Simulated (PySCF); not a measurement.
An EPR job on `[H]/[C]=C\[SiH2]P[SiH3]` [radical].

Computed with UKS B3LYP, IGLO-III on C P Si, pcH-1 on H, non-relativistic, mean-field spin-orbit, GIAO (PySCF 2.14.0). Geometry: PBE0-D3(BJ)/def2-SVP. A driver script takes a list of jobs; this job's settings line and coordinates (Å) are shown.

Input:
```
{"job": {"kind": "epr"}, "charge": 0, "multiplicity": 2}
C     -2.061396     1.113375    -1.083414
C     -1.697764    -0.148945    -1.118989
Si    -0.854925    -0.968459     0.350371
P      1.252727    -1.483083    -0.303555
Si     1.860062     0.663388    -0.703695
H     -2.036017     1.929177    -0.357186
H     -1.851766    -0.745676    -2.032083
H     -1.556210    -2.231436     0.735940
H     -0.881927    -0.013210     1.500034
H      1.783024    -1.518836     1.024571
H      1.207951     1.646906     0.217906
H      3.342779     0.762454    -0.549921
H      1.484692     0.995316    -2.108400
```

Output:
```
UKS, coarse grid
  cycle   1  E = -1001.35837355  |g| = 2.73e-01
  cycle   2  E = -1001.35438287  |g| = 2.65e-01
  cycle   3  E = -1001.38816627  |g| = 6.81e-02
  cycle   4  E = -1001.38985750  |g| = 3.83e-02
  cycle   5  E = -1001.39064364  |g| = 1.01e-02
  cycle   6  E = -1001.39072770  |g| = 3.49e-03
  cycle   7  E = -1001.39074541  |g| = 1.75e-03
  cycle   8  E = -1001.39075554  |g| = 8.68e-04
  cycle   9  E = -1001.39075700  |g| = 4.41e-04
UKS, final grid
  cycle   1  E = -1001.39074424  |g| = 4.52e-04
  cycle   2  E = -1001.39074425  |g| = 5.62e-04
  cycle   3  E = -1001.39074445  |g| = 1.12e-04
  cycle   4  E = -1001.39074447  |g| = 1.02e-04
  cycle   5  E = -1001.39074450  |g| = 4.60e-05
  cycle   6  E = -1001.39074450  |g| = 6.85e-06
E = -1001.39074450 Eh   <S^2> = 0.7593 (exact 0.7500)
g shifts (ppm)      1          2          3
  rmc          -150       -150       -150
  gc             27        -44         10
  oz_so        -553         -1        161
  total        -676       -195         21
hyperfine (MHz)  atom isotope    a_iso     a_fc   dipolar eigenvalues
    0   13C     295.53     295.73    -76.97    -55.74    132.71
    1   13C     -26.67     -26.66    -19.74      0.68     19.06
    2  29Si    -128.84    -129.02    -22.11     10.79     11.32
    3   31P       2.09       2.13     -3.54     -3.16      6.71
    4  29Si      -0.14      -0.14     -0.31     -0.00      0.31
    5    1H      63.94      63.94    -30.05     -7.53     37.58
    6    1H     136.58     136.58     -6.32     -6.07     12.40
    7    1H      13.67      13.67     -1.91     -0.76      2.66
    8    1H      -3.54      -3.54     -2.93     -1.47      4.40
    9    1H       2.91       2.91     -0.79     -0.27      1.06
   10    1H       1.10       1.10     -1.41     -1.31      2.72
   11    1H      -0.11      -0.11     -0.46     -0.39      0.85
   12    1H      -0.24      -0.24     -1.33     -1.15      2.48
```

rmc, gc and oz_so are the mass-correction, gauge-correction and orbital-Zeeman/spin–orbit parts of the g shift along its three principal axes; a_iso is the isotropic hyperfine coupling and a_fc its Fermi-contact part. The program numbers atoms from 0.

Q: Get g_iso from the total shifts.

A: Their mean is -284 ppm; added to g_e = 2.002319 it gives 2.00204.

Q: How far is ⟨S²⟩ from the pure-spin value?

A: S = 0.5 gives S(S+1) = 0.75; the run has 0.7593, 0.0093 more.

Summary of the converged run: ⟨S²⟩ 0.759; g_iso 2.0020.

The structure is a single PBE0-D3(BJ)/def2-SVP conformer in the gas phase; no vibrational or solvent corrections.

Hardware: one thread, x86-64 server, no GPU (shared host). Cost: 58 s wall.
Labels such as C1 count atoms from 1, the log's own numbers from 0.
